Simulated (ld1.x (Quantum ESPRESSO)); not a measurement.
What the settings do to the ultrasoft potential of silver (Ag)

Base potential:

| Property | Result |
| --- | --- |
| Element | silver |
| Generator | ld1.x (Quantum ESPRESSO) 7.5 |
| Type | ultrasoft |
| Functional | LDA (PZ) |
| Relativity | scalar-relativistic |
| Frozen core | [Kr] |
| Valence charge | 11 |
| Reference configuration | 4d10 5s0 5p1 |
| Partial waves | 5s (bound, empty): rcut 1.80, rcutus 2.10 bohr; 5s channel at 0.3 Ry: rcut 1.80, rcutus 2.10 bohr; 5p (bound): rcut 2.45, rcutus 3.40 bohr; 5p channel at 1.25 Ry: rcut 2.45, rcutus 3.40 bohr; 4d (bound): rcut 1.05, rcutus 1.40 bohr; 4d channel at 0.7 Ry: rcut 1.05, rcutus 1.40 bohr |
| Local potential | all-electron potential smoothed inside 2.15 bohr (lloc = -1) |
| Core correction | Bessel-smoothed model core inside 0.70 bohr |
| Augmentation charge | built from norm-conserving waves at rcut, not smoothed further |

Cutoffs, loose and tight: the cutoffs (Ry, on a coarse ladder) from which the occupation-weighted sum of valence levels, in a spherical-Bessel basis at the reference potential, stays within 10 and 1 mRy of its value at 400 Ry. They do not see the model core or the augmentation charge, which bear on the density cutoff. Test errors are all-electron minus pseudo excitation energies from the reference, over the configurations 4d10 5s1 5p0; 4d10 5s0 5p0; 4d9 5s0 5p0; 4d8 5s0 5p0; 4d10 5s0.5 5p0; 4d9 5s1 5p0; 4d9 5s2 5p0 (two spin-polarised tests are not counted in the largest error). A dash means not determined; rows that change the core or the reference have their own tests. The largest error is taken over the tests solved by every variant that gives reliable tests at all: 4d10 5s0 5p0; 4d10 5s0.5 5p0; 4d8 5s0 5p0; 4d9 5s0 5p0.

A true bound ghost makes a file unfit for plane-wave use even where its test errors are small: the radial tests pick states by their node count and pass the ghost by.

```csv
change,outcome,"cutoff, loose","cutoff, tight",bound ghosts,largest test error (meV)
base,generated,55 Ry,100 Ry,none,-265
"waves 5s (bound): rcut 1.80, rcutus 2.82 bohr; 5s channel at 0.3 Ry: rcut 1.80, rcutus 2.82 bohr",generated,55 Ry,100 Ry,none,-265
"wave 4d channel at 0.7 Ry: rcut 1.05, rcutus 1.40 bohr becomes 4d channel at -0.08 Ry: rcut 1.05, rcutus 1.40 bohr",generated,55 Ry,100 Ry,none,-265
reference 4d10 5s1 5p0,failed: run_pseudo: Errors in PS-KS equation,–,–,–,–
local potential all-electron potential smoothed inside 3.14 bohr (lloc = -1),generated,55 Ry,100 Ry,none,-279
"type PAW; local potential all-electron potential smoothed inside 1.15 bohr (lloc = -1); augmentation BESSEL, radius 0.90 bohr",generated,55 Ry,100 Ry,"p, s",-341
core correction Bessel-smoothed model core inside 1.26 bohr,generated,55 Ry,100 Ry,none,-266
```

(1) What comes out with this change to the base: local potential all-electron potential smoothed inside 1.70 bohr (lloc = -1)?

(2) What comes out with this change to the base: waves 4d (bound): rcut 1.05, rcutus 1.92 bohr; 4d channel at 0.7 Ry: rcut 1.05, rcutus 1.92 bohr?

(3) What comes out with this change to the base: core [Ar] 3d10, valence charge 19; reference 4s2 4p6 4d9 5s0 5p0; waves now 4s (bound): rcut 1.45, rcutus 1.55 bohr; 5s (bound): rcut 1.45, rcutus 1.55 bohr; 4p (bound): rcut 1.30, rcutus 1.45 bohr; 5p (bound): rcut 1.30, rcutus 1.45 bohr; 4d (bound): rcut 0.90, rcutus 1.20 bohr; 4d channel at 0.7 Ry: rcut 0.90, rcutus 1.20 bohr; local potential all-electron potential smoothed inside 1.20 bohr (lloc = -1); core correction a·sin(br)/r model core, default radius (core density twice the valence density)?

Answers

(1) outcome: generated; cutoff, loose: 55 Ry; cutoff, tight: 100 Ry; bound ghosts: s; largest test error (meV): -264.

(2) outcome: generated; cutoff, loose: 30 Ry; cutoff, tight: 50 Ry; bound ghosts: none; largest test error (meV): -270.

(3) outcome: failed: chargeps: negative rho. Cause: the pseudo-density turned negative during the self-consistent test, most likely because a state had been found with a wrong node count and its wave set to zero before.
